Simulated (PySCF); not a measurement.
# [Pr(H2O)3]3+ at several levels of theory

Computed with PySCF 2.14.0 (density fitting, no spin-orbit coupling) at the geometry relaxed with PBE:

```xyz
10
[Pr(H2O)3]3+ (singlet in the valence; each metal's 4f electrons, 2 of them, lie in its core potential, out of spins and levels)
Pr    0.0000    0.0000    0.0000
O     2.3633    0.0000    0.0000
H     2.9870    0.7769    0.0555
H     2.9870   -0.7769   -0.0555
O    -1.1817    2.0467    0.0000
H    -2.1663    2.1983    0.0555
H    -0.8206    2.9752   -0.0555
O    -1.1817   -2.0467    0.0000
H    -0.8207   -2.9752    0.0555
H    -2.1663   -2.1983   -0.0555
```

| level | basis | state | HOMO (eV) | gap (eV) | charge on Pr1 (e) | population of f-type functions on Pr1 (polarisation alone where 4f lies in the core) | dipole about the centre of mass (D) | largest force component (eV/Å) |
| --- | --- | --- | --- | --- | --- | --- | --- | --- |
| PBE | Pr lcecp-1-SVP with ECP48, O def2-SVP, H def2-SVP | singlet | -22.87 | 5.47 | 1.90 | 0.05 | 0.00 | 0.01 |
| TPSSh | the same | singlet | -23.68 | 6.83 | 2.01 | 0.05 | 0.00 | 0.32 |
| BP86 | the same | singlet | -22.98 | 5.68 | 1.92 | 0.05 | 0.00 | 0.05 |
| revPBE | the same | singlet | -22.83 | 5.47 | 1.92 | 0.05 | 0.00 | 0.17 |
| PBE | Pr lcecp-1-TZVP with ECP48, O def2-TZVP, H def2-TZVP | singlet | -22.94 | 5.58 | 2.17 | 0.07 | 0.00 | 0.33 |

In the lcecp rows the 4f levels are missing from HOMO and gap, and the state counts the valence alone.

Charges are Mulliken's, which hang on the basis. The relaxation used the grid (50, 194), these runs (75, 302) or, all-electron (x2c bases, spin-free X2C Hamiltonian), (99, 590).

Q: What does B3LYP with Pr lcecp-1-SVP with ECP48, O def2-SVP, H def2-SVP give here?

A: state singlet, HOMO (eV) -24.37, gap (eV) 7.48, charge on Pr1 (e) 2.00, population of f-type functions on Pr1 (polarisation alone where 4f lies in the core) 0.05, dipole about the centre of mass (D) 0.00, largest force component (eV/Å) 0.46. Time: 5 s on 2 threads of Intel(R) Xeon(R) 6975P-C (Granite Rapids), on a shared host, from an already converged density.

In the first row's basis the gap widens with exact exchange: 5.5 to 5.7 eV for PBE, revPBE, BP86 (none); 6.8 to 7.5 eV for TPSSh, B3LYP (a fixed share).

A frequency check found unstable modes (1, the lowest at -10 cm⁻¹), so the relaxed geometry is a saddle point, or these are noise. An lcecp potential fixes the number of 4f electrons, so in runs with it no electron can move into or out of that shell.
